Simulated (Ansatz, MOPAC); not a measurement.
Molecule: C$_{2}$H$_{11}$OSi$_{2}$ (charge +1, singlet). SMILES: C[SiH2][OH+][SiH2]C

Atoms: C1, Si2, O3, Si4, C5, H6, H7, H8, H9, H10, H11, H12, H13, H14, H15, H16. Bonds: C1-Si2, C1-H6, C1-H7, C1-H8, Si2-O3, Si2-H9, Si2-H10, O3-Si4, O3-H11, Si4-C5, Si4-H12, Si4-H13, C5-H14, C5-H15, C5-H16.

Bond lengths (Å) and angles (degrees) optimised at PM3 with MOPAC; PM7 with MOPAC; PBE/6-31G* with Ansatz (a quantum-chemistry and plane-wave program); B3LYP/6-31G* with Ansatz, each started from the B3LYP-D3(BJ)/def2-TZVP structure (Ansatz) of the last column. A row stands for all coordinates that are equal there; 13 of 36 kinds are shown. 6-31G* holds six Cartesian d functions. No wavenumbers were computed at PBE/6-31G*, so these may be saddle points.

| coordinate | PM3 | PM7 | PBE/6-31G* | B3LYP/6-31G* | B3LYP-D3(BJ)/def2-TZVP |
|---|---|---|---|---|---|
| C1-Si2 | 1.841 | 1.818 | 1.858 | 1.856 | 1.839 |
| C1-H6 | 1.097 | 1.114 | 1.102 | 1.095 | 1.091 |
| C1-H7 | 1.096 | 1.113 | 1.103 | 1.096 | 1.092 |
| C1-H8 | 1.100 | 1.121 | 1.106 | 1.098 | 1.094 |
| Si2-O3 | 1.753 | 1.759 | 1.833 | 1.829 | 1.798 |
| Si2-H9 | 1.493 | 1.460 | 1.489 | 1.474 | 1.469 |
| Si2-H10 | 1.492 | 1.459 | 1.489 | 1.474 | 1.470 |
| O3-Si4 | 1.752 | 1.759 | 1.841 | 1.826 | 1.806 |
| C1-Si2-O3 | 105.6 | 105.8 | 106.3 | 104.5 | 107.0 |
| Si2-O3-Si4 | 122.3 | 136.9 | 128.3 | 129.1 | 128.2 |
| O3-Si4-C5 | 106.2 | 106.8 | 107.9 | 107.0 | 106.8 |
| Si2-C1-H6 | 112.8 | 113.5 | 112.1 | 112.4 | 111.8 |
| Si2-C1-H7 | 113.1 | 113.6 to 114.5 | 112.1 to 112.5 | 111.9 to 112.4 | 111.9 |

A range marks coordinates that this level makes unequal.

Mean signed difference of all 15 bond lengths from B3LYP-D3(BJ)/def2-TZVP: PM3 0.001 Å, PM7 0.003 Å, PBE/6-31G* 0.018 Å, B3LYP/6-31G* 0.009 Å.
